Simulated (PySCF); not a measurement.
Species: C4H6ClSi (doublet state).
Z-matrix (Å and degrees, GFN2-xTB geometry), rows numbered from 1:
```
C 
C   1  1.3409
C   2  1.4218  1  126.58
Cl  3  1.7418  2  116.96  1     0.01
C   3  1.3740  2  126.09  1   179.91
Si  5  1.8052  3  128.63  2     0.23
H   1  1.0757  2  121.84  3    -0.14
H   1  1.0750  2  121.25  3  -179.92
H   2  1.0827  1  119.40  3   179.88
H   5  1.0843  3  115.98  2  -179.94
H   6  1.4505  5  126.68  3    -0.25
H   6  1.4508  5  118.06  3   179.94
```

The hyperfine couplings belong to this conformer and change with its torsions.

As a line formula: `C=C/C(Cl)=C\[SiH2]` [radical].

Theory: PySCF, UKS B3LYP, pcH-1 on C Cl H Si, non-relativistic, mean-field spin-orbit, GIAO. Isolated species at its GFN2-xTB geometry (one conformer only). Couplings are sensitive to structure, and on GFN2-xTB geometries they can be far from those on DFT ones, by a factor of two or more for some ions and for spin on atoms past the first row. Stability of the SCF solution: not tested. ⟨S²⟩ is 0.783 where a pure state has 0.75.

The Mulliken spin populations are largest on Si6 (+0.83), C3 (+0.34), C1 (+0.25) and C5 (-0.23). Three atoms exceed +0.15. The positive populations add up to 1.45 and the negative ones to -0.45, together 2S = 1. The angles at Si6 add up to 360.0°, so it is planar; its axial dipolar tensor and the negative couplings of its protons fit spin in a p orbital normal to that plane.

**Question.** Test a(H) = Q·ρ(C) for the protons on planar carbons with a spin population beyond ±0.08.

**Answer.** 
```
  H   C    ρ(C)  a(H) (G)  a/ρ (G)
 H7  C1  +0.246     -5.35    -21.7
 H8  C1  +0.246     -5.53    -22.5
 H9  C2  -0.127     +2.06    -16.2
H10  C5  -0.228     +3.65    -16.0
```

A least-squares line through the origin gives Q = -19.9 G with Mulliken populations. In McConnell's picture π spin on carbon polarises the C–H bond and leaves opposite spin at the proton, which makes Q negative, as found here. Where ρ is negative the coupling is positive.

**Question.** Leave H8 and its like out of the fit. How well does the relation then predict its coupling?

**Answer.** The other protons give Q = -16.0 G, so a = -16.0 × 0.246 ≈ -3.95 G, against the computed -5.53 G.

Couplings in gauss use g_iso = 2.0041.
